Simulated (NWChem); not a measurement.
System: C3H6Cl cation

```xyz
10

C     -1.2726     1.0681    -0.0630
C      0.0019     0.3568     0.0396
C      1.2973     1.0341    -0.0252
Cl    -0.0229    -1.3000     0.2392
H     -1.5143     1.4038     0.9814
H     -1.1716     2.0029    -0.6517
H     -2.1143     0.4338    -0.3984
H      1.5451     1.1049    -1.1186
H      2.1210     0.4730     0.4542
H      1.2261     2.0846     0.3243
```
Atoms are numbered in this order, from 1.

Program: NWChem. Pople sets run with spherical d functions. STO-3G and 3-21G are far too small for this property and stand as cheap habits. Geometry: optimised at PBE-D3(BJ)/def2-SVP. Field at 589 nm.

```
level              isotropic polarisability (bohr³)  anisotropy (bohr³)
-----------------  --------------------------------  ------------------
B3LYP/STO-3G                                   26.5                20.2
B3LYP/6-31G*                                   43.3                24.7
B3LYP/def2-SVP                                 43.4                   …
B3LYP/def2-SVPD                                50.1                21.9
B3LYP/aug-cc-pVDZ                              50.3                22.1
```

Question: Some entries are withheld; supply them.

Answer: 
- B3LYP/def2-SVP, anisotropy (bohr³): 23.2
